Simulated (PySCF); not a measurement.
Sb(H)2(OH) (H3OSb), SMILES [SbH2][OH].

Coordinates come from a PBE0-D3(BJ)/def2-TZVP optimisation. The def2 effective core potentials stand for the cores of Sb; spin–orbit coupling is left out.

Level of theory: PBE0-D3(BJ)/def2-TZVP in PySCF.

Frequencies are harmonic and unscaled.

```
mode  ν (cm⁻¹)  IR (km/mol)  moving atoms (share of kinetic energy)
----  --------  -----------  --------------------------------------
1          177         69.1                           H 92 %, O 8 %
2          603         84.7                 O 75 %, Sb 13 %, H 12 %
3          662          0.9                                  H 97 %
4          669          8.8                          H 86 %, O 14 %
5          853         39.6                                  H 99 %
6          953         97.2                                  H 93 %
7         1950        175.4                                  H 99 %
8         1951        205.5                                  H 99 %
9         3892         84.4                                  H 94 %
```
